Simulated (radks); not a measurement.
Results of a calculation; reference values are marked as such.
How relativity changes the ionisation of the dysprosium ion Dy3+ ([Xe] 4f9) to Dy4+ ([Xe] 4f8). Spin-unpolarised spherical Kohn-Sham, PBE, point nucleus unless stated (finite: rms radius 5.2218 fm), a radial shooting solver on a logarithmic mesh with Libxc functionals. A level marked "c x" has the speed of light scaled by that factor and shares open shells by 2j + 1; other Dirac levels either fill j = l - 1/2 first or share by 2j + 1.

level	E(Dy3+) (hartree)	E(Dy4+) (hartree)	IE (eV)	HOMO	<r> HOMO (bohr)
non-rel.	-11642.9443	-11641.1251	49.502	4f	0.7733
scalar-rel.	-12155.6542	-12154.0118	44.694	4f	0.8057
scalar-rel., finite nucleus	-12154.5749	-12152.9324	44.696	4f	0.8057
Dirac, 2j+1 shares	-12166.6309	-12164.9925	44.584	4f7/2	0.8115
Dirac, low j first	-12166.7054	-12165.0881	44.007	4f7/2	0.8129
Dirac, 2j+1 shares, finite nucleus	-12165.5445	-12163.9060	44.586	4f7/2	0.8115
Dirac, c x 0.75	-12685.3535	-12683.8527	40.840	4f7/2	0.8490
Dirac, c x 10	-11647.5985	-11645.7812	49.453	4f7/2	0.7736
Dirac, c x 100	-11642.9908	-11641.1716	49.502	4f7/2	0.7733

NIST Atomic Spectra Database: 41.2 eV (semi-empirical). The relativistic part of the total energy of Dy3+ is -522.6 hartree (Dirac, 2j+1 shares, finite nucleus), 4.5 % of the non-relativistic value. Spin polarisation and multiplet splitting of open shells are left out at every level.

Beside tabulated values, note that relativity, absent from the non-relativistic runs, is large for the heavy elements, and spin-unpolarised runs miss the spin-polarisation part of the exchange energy of open shells. No tabulated value is given for the 4+ ions of Nd, Pm and Eu to Yb, where it belongs to another shell than the one emptied here.
